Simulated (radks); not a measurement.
Cs, 55 electrons, occupied as [Kr] 4d10 5p6 6s1 5d2 (not the ground configuration). All-electron calculation, Dirac Kohn-Sham, OLYP, spin-unpolarised, spherical densities, finite nucleus; open shells are shared between the two j in proportion to 2j + 1; Fermi nuclear charge, rms radius 4.8041 fm. Program: a radial shooting solver on a logarithmic mesh with Libxc functionals.

Unscreened Slater integrals over Kohn-Sham orbitals (cm^-1). Large and small components are both included.

integral          value
F0(5d5/2,5d5/2)   58987
F2(5d5/2,5d5/2)   29389
F4(5d5/2,5d5/2)   19010
F0(5d5/2,5d3/2)   59642
F2(5d5/2,5d3/2)   29755
G2(5d5/2,5d3/2)   29746
G4(5d5/2,5d3/2)   19256
F0(5d5/2,6s1/2)   46024
G2(5d5/2,6s1/2)   15012
F0(5d5/2,5p3/2)   71902
F2(5d5/2,5p3/2)   32185
G1(5d5/2,5p3/2)   35807
G3(5d5/2,5p3/2)   21998
F0(5d3/2,5d3/2)   60317
F2(5d3/2,5d3/2)   30146
F0(5d3/2,6s1/2)   46310
G2(5d3/2,6s1/2)   14625
F0(5d3/2,5p3/2)   73058
F2(5d3/2,5p3/2)   33140
G1(5d3/2,5p3/2)   37362
G3(5d3/2,5p3/2)   22946
F0(6s1/2,6s1/2)   40208
F0(6s1/2,5p3/2)   50668
G1(6s1/2,5p3/2)  3782.2
F0(5p3/2,5p3/2)   99173
F2(5p3/2,5p3/2)   53573
